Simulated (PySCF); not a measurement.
C5H9NSi.
Bonds: C1–Si2, Si2–N3, N3–C4 (aromatic), C4–C5 (aromatic), C5–C6 (aromatic), C6–C7 (aromatic), N3–C7 (aromatic). Hydrogens: H8, H9, H10 on C1; H11, H12 on Si2; H13 on C4; H14 on C5; H15 on C6; H16 on C7.

All values: PBE0/pcSseg-1 and wB97X-D/def2-SVPD (PySCF, non-relativistic), on one gas-phase PBE0-D3(BJ)/def2-SVP geometry that isn't relaxed in the solvent. The solvent is an IEF-PCM continuum (van der Waals radii × 1.2). The model holds no explicit solvent molecules, cavitation or dispersion.

Gas phase at PBE0/pcSseg-1: HOMO -6.12 eV, LUMO 0.69 eV, dipole 2.00 D.

Task: What does the continuum do to the energy, the frontier levels and the dipole at PBE0/pcSseg-1 in chloroform?

Result: 
```
   solvent      ε  E(solvent) − E(gas) (kcal/mol)  polarisation term (kcal/mol)  distortion of the solute (kcal/mol)  HOMO (eV)  LUMO (eV)  dipole (D)
chloroform  4.711                           -3.01                         -3.28                                 0.27      -6.24       0.66        2.46
```

Polarisation term: ½ Σ q·V over the induced surface charges. Distortion: the rise of the solute's own energy as its density leaves the gas-phase optimum.

Task: Which radius a makes the point-dipole formula ΔE = −[(ε − 1)/(2ε + 1)]·μ²/a³ give the value in chloroform, with the gas-phase dipole?

Result: μ = 0.787 au and |ΔE| = 0.00479 Eh give a = 1.90 Å; the farthest nucleus lies 3.61 Å from the centroid of the nuclei, so such a sphere wouldn't even hold the nuclei. The formula assumes a rigid point dipole at the centre of a sphere.

Task: Which IAO charges (PBE0/pcSseg-1) respond most in chloroform (means over atoms taken as equivalent)?

Result: 
| atoms | environment | gas (e) | solvent (e) | change |
| --- | --- | --- | --- | --- |
| C5/C6 | aromatic CH carbon | -0.217 | -0.232 | -0.015 |
| H13/H16 | aromatic hydrogen | +0.150 | +0.160 | +0.010 |
| C4/C7 | aromatic CH next to a ring nitrogen | -0.116 | -0.121 | -0.005 |
| H14/H15 | aromatic hydrogen | +0.153 | +0.157 | +0.004 |
| H8/H9/H10 | methyl hydrogen | +0.161 | +0.164 | +0.003 |
| C1 | Si-methyl carbon | -0.726 | -0.729 | -0.003 |
| Si2 | SiH2 silicon | +0.897 | +0.899 | +0.002 |
| N3 | pyrrole-type nitrogen | -0.340 | -0.339 | +0.001 |

Task: Which Mayer bond orders change most in chloroform?

Result: 
```json
{"bond": "Si2–N3", "length (Å)": "1.777", "gas": "0.797", "solvent": "0.782", "change": "-0.015"}
{"bond": "C1–Si2", "length (Å)": "1.867", "gas": "0.971", "solvent": "0.980", "change": "+0.009"}
{"bond": "C5–C6", "length (Å)": "1.424", "gas": "1.335", "solvent": "1.326", "change": "-0.009"}
{"bond": "N3–C4", "length (Å)": "1.380", "gas": "1.119", "solvent": "1.126", "change": "+0.007"}
{"bond": "C7–N3", "length (Å)": "1.379", "gas": "1.119", "solvent": "1.126", "change": "+0.007"}
{"bond": "C4–C5", "length (Å)": "1.375", "gas": "1.546", "solvent": "1.540", "change": "-0.006"}
{"bond": "C6–C7", "length (Å)": "1.375", "gas": "1.547", "solvent": "1.542", "change": "-0.005"}
{"bond": "C1–H8", "length (Å)": "1.100", "gas": "0.950", "solvent": "0.948", "change": "-0.002"}
```

Gas phase at wB97X-D/def2-SVPD: HOMO -7.96 eV, LUMO 2.02 eV, dipole 1.97 D.

Task: What does the continuum do to the energy, the frontier levels and the dipole at wB97X-D/def2-SVPD in chloroform?

Result: 
```csv
solvent,ε,E(solvent) − E(gas) (kcal/mol),polarisation term (kcal/mol),distortion of the solute (kcal/mol),HOMO (eV),LUMO (eV),dipole (D)
chloroform,4.711,-2.73,-3.02,0.29,-8.07,2.17,2.44
```

The atom shares or the degeneracy of the LUMO differ from the gas phase in chloroform, so that column needn't follow one orbital.

Task: How does the static polarisability (wB97X-D/def2-SVPD, frozen core, with the continuum's full static response) change?

Result: 
| medium | isotropic (au) | principal values (au) | ⟨r²⟩ of the electrons (bohr²) |
| --- | --- | --- | --- |
| gas | 90.3 | 70.0, 90.3, 110.5 | 1028.3 |
| chloroform | 112.8 | 88.0, 116.3, 134.1 | 1027.8 |

The isotropic value in chloroform is 1.25 times the gas-phase one; no cavity-field correction is applied. ⟨r²⟩ is taken about the centre of nuclear charge.

Time: 19 s of wall time; peak memory 0.91 GiB. Hardware: AMD EPYC 7B13, one thread, no GPU (shared host). This is the whole shielding run at PBE0/pcSseg-1 in chloroform, SCF included.

The values belong to the conformer `[CH3:1][SiH2:2][n:3]1[cH:4][cH:5][cH:6][cH:7]1`: C1–Si2–N3–C4 -123°.

Note: wB97X-D ran without an empirical dispersion term, which enters the total energy and its gradient alone.
